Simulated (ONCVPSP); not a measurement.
sulfur: variants of one ONCV potential

Base potential:

* Element: S
* Generator: ONCVPSP 4.0.1
* Type: optimised norm-conserving Vanderbilt (ONCV)
* Functional: PBE
* Relativity: scalar-relativistic
* Frozen core: [Ne]
* Valence charge: 6
* Reference configuration: 3s2 3p4
* Partial waves: 3s: rc 1.20 bohr, ncon 3, nbas 7, qcut 5.2 1/bohr, 3 projectors, debl 2.1 Ha; 3p: rc 1.45 bohr, ncon 4, nbas 8, qcut 6.2 1/bohr, 1 projector
* Local potential: polynomial inside 0.95 bohr (lpopt 5, dvloc0 0 Ha)
* Core correction: Teter function, fcfact 3.5, rcfact 1.45

Cutoffs, loose and tight: the cutoffs (Ha) at which the residual kinetic energy of the hardest occupied pseudo-wave falls to 1 and 0.1 mHa per electron. They do not see the model core or the augmentation charge, which bear on the density cutoff. Test errors are all-electron minus pseudo excitation energies from the reference, over the configurations 3s2 3p3; 3s2 3p2; 3s2 3p1; 3s0 3p6. A dash means not determined; rows that change the core or the reference have their own tests.

For the base: The cutoffs count occupied waves only; projector 2 of the s channel, the hardest unoccupied one, needs 75 Ha at the loose tolerance.

A true bound ghost makes a file unfit for plane-wave use even where its test errors are small: the radial tests pick states by their node count and pass the ghost by.

```csv
change,outcome,"cutoff, loose","cutoff, tight",bound ghosts,GHOST(+) flags above zero,largest test error (meV)
base,generated,13 Ha,25 Ha,s,s,+58
s: rc 1.18,generated,13 Ha,27 Ha,s,s,+58
s: rc 1.38,generated,12 Ha,35 Ha,none,s,+60
s: rc 1.72,generated,11 Ha,16 Ha,none,s,+76
```

Q: What comes out with this change to the base: s: rc 1?

A: outcome: generated; cutoff, loose: 145 Ha; cutoff, tight: 173 Ha; bound ghosts: s; GHOST(+) flags above zero: none; largest test error (meV): +59.

Q: What comes out with this change to the base: s: rc 0.84; local potential polynomial inside 0.84 bohr (lpopt 5, dvloc0 0 Ha)?

A: outcome: failed: ERROR pspot: first pseudo wave function has node, program will stop. Cause: the optimised pseudo-wave of the first projector has a node, so the radial equation cannot be inverted for a potential.

Q: What comes out with this change to the base: s: rc 1.54?

A: outcome: generated; cutoff, loose: 11 Ha; cutoff, tight: 20 Ha; bound ghosts: none; GHOST(+) flags above zero: s; largest test error (meV): +64.

Reading the sweep of the s radius (base included, trends over the rows without a ghost): Bound ghosts are found at 1, 1.18, 1.2 bohr. The generation fails at 0.84 bohr.
